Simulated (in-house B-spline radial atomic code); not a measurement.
Removing one electron from Tc XXXII (Tc31+)

Closed shell [Ne] 3s2. Computed with an all-electron radial atomic-structure program (B-spline basis): Koopmans values of Dirac-Hartree-Fock plus a diagonal self-energy, in second order or with its direct term screened (direct RPA, with the hole-particle interaction, or full time-dependent Hartree-Fock), linearised in energy; no-pair Dirac-Coulomb Hamiltonian, finite nucleus. Shifts add to the Koopmans value (the ΔSCF shift is orbital relaxation alone); the final value takes TDHF screening with Breit and QED.

Command:
```bash
python run_mb.py task.json out
```
Settings (nuclear radius in fm, box in bohr, cutoff in hartree):
```
basis_form          2
Z                   43
core_configuration  [Ne] 3s2
rms_radius          4.41117
mass_number         97
speed_of_light      137.036
box_radius          3.497
lmax                7
intervals           58
virtual_cutoff      7396.0
```

Time taken, with all properties: 4.2 s on 1 thread of Arm Neoverse N1, on a shared host.

Energies in eV:

```json
{"subshell": "3s1/2", "Koopmans": "1832.99", "ΔSCF shift": "-0.193", "second order": "?", "direct RPA": "?", "hole-particle": "?", "TDHF": "?", "Breit + QED": "?", "final": "?"}
```

Task: What does the self-energy do to 3s1/2?

Result: It shifts the removal energy by 3.272 eV in second order, 2.040 with direct RPA, 2.594 with the hole-particle term and 3.150 with TDHF screening (quasi-particle weight 0.989); Breit and QED add -1.472 eV. The final value is 1834.67 eV, against 1838 ± 3 eV (NIST, semi-empirical).
